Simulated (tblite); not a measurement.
Species: C7H11Cl.
SMILES with atom numbers: `[Cl:1][C@@H:2]1[CH2:3][C@H:4]2[CH2:5][CH2:6][CH2:7][C@@H:8]12` (hydrogens: H9 on C2; H10, H11 on C3; H12 on C4; H13, H14 on C5; H15, H16 on C6; H17, H18 on C7; H19 on C8)

Computed with GFN2-xTB (tblite), gas phase: Langevin dynamics at 300 K from the optimised GFN2-xTB geometry, time step 0.5 fs, friction 0.01 fs⁻¹, 2000 steps. The instantaneous temperature is 2·E(kin)/(3Nk) with all 3N coordinates.

```json
{"t (fs)": "0", "T (K)": "244", "E(pot) above start (eV)": "0.000", "Cl1–C2 (Å)": "1.778", "C2–C3 (Å)": "1.532", "C3–C4 (Å)": "1.540", "C4–C5 (Å)": "1.526", "C5–C6 (Å)": "1.530", "C2–H9 (Å)": "1.090"}
{"t (fs)": "25", "T (K)": "168", "E(pot) above start (eV)": "0.420", "Cl1–C2 (Å)": "1.754", "C2–C3 (Å)": "1.544", "C3–C4 (Å)": "1.522", "C4–C5 (Å)": "1.491", "C5–C6 (Å)": "1.557", "C2–H9 (Å)": "1.161"}
{"t (fs)": "50", "T (K)": "199", "E(pot) above start (eV)": "0.518", "Cl1–C2 (Å)": "1.789", "C2–C3 (Å)": "1.506", "C3–C4 (Å)": "1.581", "C4–C5 (Å)": "1.491", "C5–C6 (Å)": "1.571", "C2–H9 (Å)": "1.138"}
{"t (fs)": "75", "T (K)": "217", "E(pot) above start (eV)": "0.498", "Cl1–C2 (Å)": "1.784", "C2–C3 (Å)": "1.526", "C3–C4 (Å)": "1.597", "C4–C5 (Å)": "1.497", "C5–C6 (Å)": "1.562", "C2–H9 (Å)": "1.067"}
{"t (fs)": "100", "T (K)": "246", "E(pot) above start (eV)": "0.398", "Cl1–C2 (Å)": "1.775", "C2–C3 (Å)": "1.535", "C3–C4 (Å)": "1.586", "C4–C5 (Å)": "1.557", "C5–C6 (Å)": "1.497", "C2–H9 (Å)": "1.054"}
{"t (fs)": "125", "T (K)": "287", "E(pot) above start (eV)": "0.450", "Cl1–C2 (Å)": "1.806", "C2–C3 (Å)": "1.554", "C3–C4 (Å)": "1.510", "C4–C5 (Å)": "1.567", "C5–C6 (Å)": "1.457", "C2–H9 (Å)": "1.091"}
{"t (fs)": "150", "T (K)": "291", "E(pot) above start (eV)": "0.597", "Cl1–C2 (Å)": "1.755", "C2–C3 (Å)": "1.538", "C3–C4 (Å)": "1.522", "C4–C5 (Å)": "1.568", "C5–C6 (Å)": "1.488", "C2–H9 (Å)": "1.139"}
{"t (fs)": "175", "T (K)": "276", "E(pot) above start (eV)": "0.569", "Cl1–C2 (Å)": "1.804", "C2–C3 (Å)": "1.508", "C3–C4 (Å)": "1.579", "C4–C5 (Å)": "1.543", "C5–C6 (Å)": "1.532", "C2–H9 (Å)": "1.112"}
{"t (fs)": "200", "T (K)": "294", "E(pot) above start (eV)": "0.765", "Cl1–C2 (Å)": "1.805", "C2–C3 (Å)": "1.549", "C3–C4 (Å)": "1.570", "C4–C5 (Å)": "1.561", "C5–C6 (Å)": "1.484", "C2–H9 (Å)": "1.031"}
{"t (fs)": "225", "T (K)": "306", "E(pot) above start (eV)": "0.721", "Cl1–C2 (Å)": "1.719", "C2–C3 (Å)": "1.554", "C3–C4 (Å)": "1.514", "C4–C5 (Å)": "1.510", "C5–C6 (Å)": "1.512", "C2–H9 (Å)": "1.056"}
{"t (fs)": "250", "T (K)": "247", "E(pot) above start (eV)": "0.637", "Cl1–C2 (Å)": "1.818", "C2–C3 (Å)": "1.521", "C3–C4 (Å)": "1.544", "C4–C5 (Å)": "1.550", "C5–C6 (Å)": "1.571", "C2–H9 (Å)": "1.103"}
{"t (fs)": "275", "T (K)": "318", "E(pot) above start (eV)": "0.533", "Cl1–C2 (Å)": "1.771", "C2–C3 (Å)": "1.526", "C3–C4 (Å)": "1.528", "C4–C5 (Å)": "1.570", "C5–C6 (Å)": "1.549", "C2–H9 (Å)": "1.112"}
{"t (fs)": "300", "T (K)": "297", "E(pot) above start (eV)": "0.638", "Cl1–C2 (Å)": "1.821", "C2–C3 (Å)": "1.534", "C3–C4 (Å)": "1.487", "C4–C5 (Å)": "1.487", "C5–C6 (Å)": "1.502", "C2–H9 (Å)": "1.087"}
{"t (fs)": "325", "T (K)": "280", "E(pot) above start (eV)": "0.524", "Cl1–C2 (Å)": "1.745", "C2–C3 (Å)": "1.572", "C3–C4 (Å)": "1.539", "C4–C5 (Å)": "1.557", "C5–C6 (Å)": "1.524", "C2–H9 (Å)": "1.096"}
{"t (fs)": "350", "T (K)": "326", "E(pot) above start (eV)": "0.703", "Cl1–C2 (Å)": "1.739", "C2–C3 (Å)": "1.519", "C3–C4 (Å)": "1.548", "C4–C5 (Å)": "1.568", "C5–C6 (Å)": "1.572", "C2–H9 (Å)": "1.092"}
{"t (fs)": "375", "T (K)": "299", "E(pot) above start (eV)": "0.724", "Cl1–C2 (Å)": "1.800", "C2–C3 (Å)": "1.486", "C3–C4 (Å)": "1.542", "C4–C5 (Å)": "1.521", "C5–C6 (Å)": "1.548", "C2–H9 (Å)": "1.074"}
{"t (fs)": "400", "T (K)": "268", "E(pot) above start (eV)": "0.757", "Cl1–C2 (Å)": "1.749", "C2–C3 (Å)": "1.560", "C3–C4 (Å)": "1.549", "C4–C5 (Å)": "1.575", "C5–C6 (Å)": "1.508", "C2–H9 (Å)": "1.086"}
{"t (fs)": "425", "T (K)": "303", "E(pot) above start (eV)": "0.770", "Cl1–C2 (Å)": "1.876", "C2–C3 (Å)": "1.582", "C3–C4 (Å)": "1.529", "C4–C5 (Å)": "1.564", "C5–C6 (Å)": "1.583", "C2–H9 (Å)": "1.097"}
{"t (fs)": "450", "T (K)": "432", "E(pot) above start (eV)": "0.550", "Cl1–C2 (Å)": "1.734", "C2–C3 (Å)": "1.561", "C3–C4 (Å)": "1.539", "C4–C5 (Å)": "1.547", "C5–C6 (Å)": "1.572", "C2–H9 (Å)": "1.106"}
{"t (fs)": "475", "T (K)": "301", "E(pot) above start (eV)": "0.711", "Cl1–C2 (Å)": "1.799", "C2–C3 (Å)": "1.509", "C3–C4 (Å)": "1.527", "C4–C5 (Å)": "1.508", "C5–C6 (Å)": "1.535", "C2–H9 (Å)": "1.107"}
{"t (fs)": "500", "T (K)": "404", "E(pot) above start (eV)": "0.465", "Cl1–C2 (Å)": "1.780", "C2–C3 (Å)": "1.552", "C3–C4 (Å)": "1.517", "C4–C5 (Å)": "1.579", "C5–C6 (Å)": "1.560", "C2–H9 (Å)": "1.052"}
{"t (fs)": "525", "T (K)": "350", "E(pot) above start (eV)": "0.737", "Cl1–C2 (Å)": "1.758", "C2–C3 (Å)": "1.584", "C3–C4 (Å)": "1.514", "C4–C5 (Å)": "1.562", "C5–C6 (Å)": "1.508", "C2–H9 (Å)": "1.078"}
{"t (fs)": "550", "T (K)": "420", "E(pot) above start (eV)": "0.539", "Cl1–C2 (Å)": "1.812", "C2–C3 (Å)": "1.553", "C3–C4 (Å)": "1.511", "C4–C5 (Å)": "1.498", "C5–C6 (Å)": "1.538", "C2–H9 (Å)": "1.118"}
{"t (fs)": "575", "T (K)": "342", "E(pot) above start (eV)": "0.736", "Cl1–C2 (Å)": "1.748", "C2–C3 (Å)": "1.490", "C3–C4 (Å)": "1.544", "C4–C5 (Å)": "1.533", "C5–C6 (Å)": "1.548", "C2–H9 (Å)": "1.160"}
{"t (fs)": "600", "T (K)": "327", "E(pot) above start (eV)": "0.688", "Cl1–C2 (Å)": "1.853", "C2–C3 (Å)": "1.544", "C3–C4 (Å)": "1.497", "C4–C5 (Å)": "1.494", "C5–C6 (Å)": "1.515", "C2–H9 (Å)": "1.134"}
{"t (fs)": "625", "T (K)": "248", "E(pot) above start (eV)": "0.758", "Cl1–C2 (Å)": "1.698", "C2–C3 (Å)": "1.562", "C3–C4 (Å)": "1.542", "C4–C5 (Å)": "1.541", "C5–C6 (Å)": "1.527", "C2–H9 (Å)": "1.063"}
{"t (fs)": "650", "T (K)": "313", "E(pot) above start (eV)": "0.622", "Cl1–C2 (Å)": "1.812", "C2–C3 (Å)": "1.526", "C3–C4 (Å)": "1.545", "C4–C5 (Å)": "1.545", "C5–C6 (Å)": "1.568", "C2–H9 (Å)": "1.064"}
{"t (fs)": "675", "T (K)": "338", "E(pot) above start (eV)": "0.579", "Cl1–C2 (Å)": "1.758", "C2–C3 (Å)": "1.472", "C3–C4 (Å)": "1.525", "C4–C5 (Å)": "1.545", "C5–C6 (Å)": "1.555", "C2–H9 (Å)": "1.107"}
{"t (fs)": "700", "T (K)": "342", "E(pot) above start (eV)": "0.684", "Cl1–C2 (Å)": "1.801", "C2–C3 (Å)": "1.546", "C3–C4 (Å)": "1.550", "C4–C5 (Å)": "1.551", "C5–C6 (Å)": "1.498", "C2–H9 (Å)": "1.134"}
{"t (fs)": "725", "T (K)": "306", "E(pot) above start (eV)": "0.864", "Cl1–C2 (Å)": "1.731", "C2–C3 (Å)": "1.625", "C3–C4 (Å)": "1.590", "C4–C5 (Å)": "1.549", "C5–C6 (Å)": "1.467", "C2–H9 (Å)": "1.150"}
{"t (fs)": "750", "T (K)": "310", "E(pot) above start (eV)": "0.754", "Cl1–C2 (Å)": "1.815", "C2–C3 (Å)": "1.582", "C3–C4 (Å)": "1.542", "C4–C5 (Å)": "1.544", "C5–C6 (Å)": "1.526", "C2–H9 (Å)": "1.037"}
{"t (fs)": "775", "T (K)": "412", "E(pot) above start (eV)": "0.631", "Cl1–C2 (Å)": "1.800", "C2–C3 (Å)": "1.520", "C3–C4 (Å)": "1.508", "C4–C5 (Å)": "1.558", "C5–C6 (Å)": "1.601", "C2–H9 (Å)": "1.072"}
{"t (fs)": "800", "T (K)": "454", "E(pot) above start (eV)": "0.631", "Cl1–C2 (Å)": "1.859", "C2–C3 (Å)": "1.500", "C3–C4 (Å)": "1.579", "C4–C5 (Å)": "1.563", "C5–C6 (Å)": "1.529", "C2–H9 (Å)": "1.104"}
{"t (fs)": "825", "T (K)": "253", "E(pot) above start (eV)": "0.806", "Cl1–C2 (Å)": "1.715", "C2–C3 (Å)": "1.532", "C3–C4 (Å)": "1.567", "C4–C5 (Å)": "1.542", "C5–C6 (Å)": "1.520", "C2–H9 (Å)": "1.132"}
{"t (fs)": "850", "T (K)": "317", "E(pot) above start (eV)": "0.650", "Cl1–C2 (Å)": "1.821", "C2–C3 (Å)": "1.508", "C3–C4 (Å)": "1.538", "C4–C5 (Å)": "1.541", "C5–C6 (Å)": "1.496", "C2–H9 (Å)": "1.109"}
{"t (fs)": "875", "T (K)": "262", "E(pot) above start (eV)": "0.625", "Cl1–C2 (Å)": "1.803", "C2–C3 (Å)": "1.559", "C3–C4 (Å)": "1.548", "C4–C5 (Å)": "1.564", "C5–C6 (Å)": "1.494", "C2–H9 (Å)": "1.088"}
{"t (fs)": "900", "T (K)": "339", "E(pot) above start (eV)": "0.539", "Cl1–C2 (Å)": "1.788", "C2–C3 (Å)": "1.564", "C3–C4 (Å)": "1.516", "C4–C5 (Å)": "1.543", "C5–C6 (Å)": "1.507", "C2–H9 (Å)": "1.067"}
{"t (fs)": "925", "T (K)": "278", "E(pot) above start (eV)": "0.619", "Cl1–C2 (Å)": "1.830", "C2–C3 (Å)": "1.510", "C3–C4 (Å)": "1.476", "C4–C5 (Å)": "1.570", "C5–C6 (Å)": "1.549", "C2–H9 (Å)": "1.089"}
{"t (fs)": "950", "T (K)": "305", "E(pot) above start (eV)": "0.554", "Cl1–C2 (Å)": "1.784", "C2–C3 (Å)": "1.529", "C3–C4 (Å)": "1.507", "C4–C5 (Å)": "1.518", "C5–C6 (Å)": "1.562", "C2–H9 (Å)": "1.101"}
{"t (fs)": "975", "T (K)": "387", "E(pot) above start (eV)": "0.431", "Cl1–C2 (Å)": "1.808", "C2–C3 (Å)": "1.535", "C3–C4 (Å)": "1.558", "C4–C5 (Å)": "1.533", "C5–C6 (Å)": "1.511", "C2–H9 (Å)": "1.107"}
{"t (fs)": "1000", "T (K)": "292", "E(pot) above start (eV)": "0.685", "Cl1–C2 (Å)": "1.785", "C2–C3 (Å)": "1.557", "C3–C4 (Å)": "1.581", "C4–C5 (Å)": "1.567", "C5–C6 (Å)": "1.472", "C2–H9 (Å)": "1.067"}
```

Problem. From 500 fs on, how do temperature and potential energy compare with equipartition?

Solution. The mean temperature of these 21 frames is 333 K against the target 300 K, and the mean potential energy 0.65 eV against 51 × kT/2 = 0.66 eV for 51 classical harmonic modes. For 19 atoms in a canonical ensemble the temperature itself scatters by T·√(2/(3N)) = 56 K; here its standard deviation is 55 K. The whole run lasts only 10 friction times of 100 fs, so these averages carry a wide statistical error.

Problem. What are the kinetic and total energies of the listed frame with the highest potential energy?

Solution. The one at 725 fs, 0.864 eV above the start. Its kinetic energy is 3NkT/2 = 0.751 eV at 306 K, so the sum is 1.61 eV; over the listed frames the sum runs from 0.60 to 1.75 eV, since the thermostat adds and removes energy.

Problem. How much do the listed bonds fluctuate from 500 fs on?

Solution. 
```csv
bond,at the start (Å),mean (Å),standard deviation (Å)
Cl1–C2,1.778,1.789,0.041
C2–C3,1.532,1.540,0.034
C3–C4,1.540,1.536,0.029
C4–C5,1.526,1.545,0.021
C5–C6,1.530,1.526,0.032
C2–H9,1.090,1.097,0.033
```

The motion is classical and holds no zero-point motion.

What follows is the cost of the whole dynamics run. Time: 16 s of wall time; peak memory 0.18 GiB. Hardware: an Arm Neoverse V1 with one thread (shared host).
